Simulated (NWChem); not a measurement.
Species: CH$_{7}$NOSi; SMILES [SiH2](OC)N

```xyz
11

Si    -0.4224    -0.5288    -0.0002
N      0.4856    -1.9819     0.0003
O      0.5526     0.8277    -0.0006
C      0.0711     2.1389    -0.0006
H     -1.2697    -0.5081    -1.2321
H     -1.2699    -0.5072     1.2316
H      0.9883    -2.2623     0.8349
H      0.9882    -2.2629    -0.8340
H     -0.5435     2.3613    -0.8941
H     -0.5430     2.3615     0.8932
H      0.9243     2.8354    -0.0009
```
Atoms are numbered in this order, from 1.

All runs: NWChem. Pople sets run with spherical d functions. Geometry: optimised at PBE0/def2-SVP. Level: M06-2X/6-31G* with SMD (1 M gas to 1 M solution), gas-phase geometry. Reactions with the solvent are ignored.

| solvent | dielectric constant | solvation free energy (kcal/mol) | cavity-dispersion-structure term (kcal/mol) | dipole in solution (D) |
|---|---|---|---|---|
| water | 78.4 | -2.8 | ? | ? |
| cyclohexane | 2.02 | -1.9 | 0.7 | 0.56 |
| anisole | 4.22 | -3.0 | 1.0 | 0.61 |
| acetonitrile | 35.7 | -4.2 | 1.2 | 0.64 |
| ethyl acetate | 5.99 | -3.8 | 0.6 | 0.62 |
| acetone | 20.5 | -4.5 | 0.7 | 0.64 |

Question: Fill in the missing entries.

Answer: 
- water, cavity-dispersion-structure term (kcal/mol): 4.1
- water, dipole in solution (D): 0.50
